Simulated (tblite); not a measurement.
Species: C5H16N2Si.
Bonds: C1–C2, C2–C3, C3–N4, N4–C5, N4–N6, N6–C7, N6–Si8. Hydrogens: H9, H10, H11 on C1; H12, H13 on C2; H14, H15 on C3; H16, H17, H18 on C5; H19, H20, H21 on C7; H22, H23, H24 on Si8.

A start from a force field or distance geometry was refined with tblite 0.8.0, GFN2-xTB geometry optimisation, gas phase. Values at the start:

```tsv
coordinate	start
C1–C2	1.538 Å
C1–H9	1.097 Å
C2–C3	1.531 Å
C2–H12	1.083 Å
C3–N4	1.490 Å
C3–H14	1.090 Å
C3–H15	1.087 Å
N4–C5	1.471 Å
N4–N6	1.479 Å
C5–H16	1.097 Å
C5–H17	1.096 Å
N6–C7	1.460 Å
C7–H20	1.103 Å
Si8–H22	1.481 Å
Si8–H23	1.492 Å
Si8–H24	1.502 Å
C1–C2–C3	110.5°
C2–C3–N4	111.6°
C3–N4–C5	111.0°
C3–N4–N6	111.7°
N4–N6–C7	114.5°
N4–N6–Si8	113.3°
C5–N4–N6	113.0°
C7–N6–Si8	123.4°
C1–C2–C3–N4	-176°
C2–C3–N4–C5	168°
C3–N4–N6–C7	-79°
```

Question: How do these coordinates change at the GFN2-xTB level?

Answer: 
```json
{"coordinate": "N4–N6", "GFN2-xTB (Å or °)": "1.408", "change": "-0.071"}
{"coordinate": "C3–N4", "GFN2-xTB (Å or °)": "1.455", "change": "-0.035"}
{"coordinate": "Si8–H23", "GFN2-xTB (Å or °)": "1.465", "change": "-0.027"}
{"coordinate": "Si8–H24", "GFN2-xTB (Å or °)": "1.475", "change": "-0.027"}
{"coordinate": "Si8–H22", "GFN2-xTB (Å or °)": "1.456", "change": "-0.025"}
{"coordinate": "N4–C5", "GFN2-xTB (Å or °)": "1.449", "change": "-0.022"}
{"coordinate": "C1–C2", "GFN2-xTB (Å or °)": "1.523", "change": "-0.015"}
{"coordinate": "N6–C7", "GFN2-xTB (Å or °)": "1.445", "change": "-0.015"}
{"coordinate": "C3–H14", "GFN2-xTB (Å or °)": "1.104", "change": "+0.014"}
{"coordinate": "C7–H20", "GFN2-xTB (Å or °)": "1.092", "change": "-0.011"}
{"coordinate": "C1–H9", "GFN2-xTB (Å or °)": "1.088", "change": "-0.009"}
{"coordinate": "C2–H12", "GFN2-xTB (Å or °)": "1.091", "change": "+0.008"}
{"coordinate": "C5–H17", "GFN2-xTB (Å or °)": "1.089", "change": "-0.007"}
{"coordinate": "C3–H15", "GFN2-xTB (Å or °)": "1.094", "change": "+0.007"}
{"coordinate": "C2–C3", "GFN2-xTB (Å or °)": "1.525", "change": "-0.006"}
{"coordinate": "C5–H16", "GFN2-xTB (Å or °)": "1.100", "change": "+0.003"}
{"coordinate": "N4–N6–C7", "GFN2-xTB (Å or °)": "117.9", "change": "+3.4"}
{"coordinate": "C3–N4–N6", "GFN2-xTB (Å or °)": "113.3", "change": "+1.6"}
{"coordinate": "C3–N4–C5", "GFN2-xTB (Å or °)": "112.4", "change": "+1.4"}
{"coordinate": "C1–C2–C3", "GFN2-xTB (Å or °)": "111.6", "change": "+1.1"}
{"coordinate": "C5–N4–N6", "GFN2-xTB (Å or °)": "113.9", "change": "+0.9"}
{"coordinate": "N4–N6–Si8", "GFN2-xTB (Å or °)": "114.0", "change": "+0.7"}
{"coordinate": "C2–C3–N4", "GFN2-xTB (Å or °)": "111.1", "change": "-0.5"}
{"coordinate": "C7–N6–Si8", "GFN2-xTB (Å or °)": "123.6", "change": "+0.2"}
{"coordinate": "C3–N4–N6–C7", "GFN2-xTB (Å or °)": "-71", "change": "+8"}
{"coordinate": "C2–C3–N4–C5", "GFN2-xTB (Å or °)": "174", "change": "+6"}
{"coordinate": "C1–C2–C3–N4", "GFN2-xTB (Å or °)": "-177", "change": "-1"}
```

The energy falls by 24.5 kJ/mol over 117 L-BFGS steps, the largest force on an atom goes from 1.87 to 0.009 eV/Å, and the atoms move by 0.211 Å rms after alignment. The bond that changes most is N4–N6 (both ends hydrazine nitrogen), which shortens by 0.071 Å. Bonds longer at the end by more than 0.005 Å: 3 of 23; shorter: 15. Among the dihedrals that turn most is Si8–N6–C7–H19, from 69° to 85°. Rotational constants go from 2182, 982.3, 845.9 to 2208, 1026, 892.8 MHz.

Its GFN2-xTB frequencies are all real (lowest 57 cm⁻¹). The numbers are those of one conformer. 3 starts were optimised and ended at 0.00, 0.11 and 0.28 kcal/mol (GFN2-xTB); the lowest of these is shown.

All values are computed, not measured.
